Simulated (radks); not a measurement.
The numbers below are computed, except where a source is named.
Mean orbital radii <r> (bohr) of neutral holmium, [Xe] 4f11 6s2, at several levels of relativity; Dirac values are averaged over j with weights 2j + 1. Spin-unpolarised spherical Kohn-Sham, PBE, point nucleus unless stated (finite: rms radius 5.2022 fm), a radial shooting solver on a logarithmic mesh with Libxc functionals. A level marked "c x" has the speed of light scaled by that factor and shares open shells by 2j + 1; other Dirac levels either fill j = l - 1/2 first or share by 2j + 1.

shell  non-rel.  Dirac, 2j+1 shares  Dirac, c x 3  Dirac, c x 5  change of magnitude, last against first (%)
2s      0.09610             0.08753       0.09519       0.09577                                        -0.34
2p      0.08143             0.07768       0.08103       0.08129                                        -0.18
3s       0.2467              0.2294        0.2449        0.2461                                        -0.27
3p       0.2365              0.2281        0.2356        0.2362                                        -0.14
3d       0.2090              0.2079        0.2089        0.2090                                        -0.02
4s       0.5558              0.5187        0.5519        0.5544                                        -0.26
4p       0.5677              0.5492        0.5657        0.5670                                        -0.13
4d       0.5982              0.5967        0.5980        0.5981                                        -0.01
5s        1.382               1.278         1.371         1.378                                        -0.28
5p        1.572               1.520         1.567         1.570                                        -0.12
4f       0.8062              0.8576        0.8109        0.8078                                        +0.21
6s        4.360               4.066         4.332         4.350                                        -0.23
